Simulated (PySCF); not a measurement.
# Multinuclear NMR of C5H11ClOSi

Bonds (- single, = double, # triple, : aromatic): C1-C2, C2-Si3, C2=C4, C4-Cl5, C4-C6, C6-C7, C7-O8. C1 carries H9, H10, H11; Si3 carries H12, H13, H14; C6 carries H15, H16; C7 carries H17, H18; O8 carries H19. Stereochemistry as in C/C([SiH3])=C(/Cl)CCO.

- PBE0/pcSseg-1 with gauge-including orbitals
- geometry: GFN2-xTB
- code: PySCF 2.14.0 with density-fitted response routines
- equivalent nuclei averaged, non-relativistic, single conformer, no solvent

(1) Where does 29Si resonate?

(2) Predict the 17O NMR data.

Results:

(1) 
```csv
atoms,environment,σ (ppm),δ (ppm)
Si3,"silicon bonded to C, 3 H",425.9,-70.1
```

Shieldings were converted by a linear fit to measured shifts: 29Si: δ = 279.94 − 0.822σ (rms 8.9 ppm, 72 shifts, 25.8 ppm with the 6 outliers that the fit left out vs TMS, solution or neat liquid). A few per cent of atoms miss by over 2 rms, more outside the fitted compound classes.

On a 300 MHz spectrometer 29Si resonates near 59.6 MHz, so 1 ppm is 59.6 Hz.

(2) 
```csv
atoms,environment,σ (ppm),δ (ppm)
O8,alcohol oxygen,301.7,-8.1
```

Shieldings were converted by a linear fit to measured shifts: 17O: δ = 266.70 − 0.911σ (rms 10.7 ppm, 155 shifts, 12.2 ppm with the 3 outliers that the fit left out vs liquid water, solution or neat liquid). A few per cent of atoms miss by over 2 rms, more outside the fitted compound classes.

On a 300 MHz spectrometer 17O resonates near 40.7 MHz, so 1 ppm is 40.7 Hz.
